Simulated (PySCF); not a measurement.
CHO2, SMILES C(=O)[O], multiplicity 2. Geometry: PBE-D3(BJ)/def2-TZVP. The isomer is the one that the SMILES or the coordinates give; other isomers of the formula were not compared.

Computed with PBE-D3(BJ)/def2-TZVP in PySCF.

Harmonic wavenumbers (cm⁻¹): 658, 782, 815, 1176, 1698, 2288. Rotational constants (GHz): 155.4, 11.44, 10.65; symmetry number 2.

Q: Work out the zero-point energy and the ideal-gas rigid-rotor harmonic-oscillator thermochemistry at 298.15 K and 1 atm.

A: ZPE = ½ Σ hcν = ½ × 7416 cm⁻¹ = 10.60 kcal/mol. H − E(el) = 13.17 kcal/mol. Entropy in cal/(mol K): translation 37.34, rotation 18.99, vibration 0.83, spin 1.38, total 58.54. G − E(el) = -4.29 kcal/mol. Cp = 10.43 cal/(mol K).
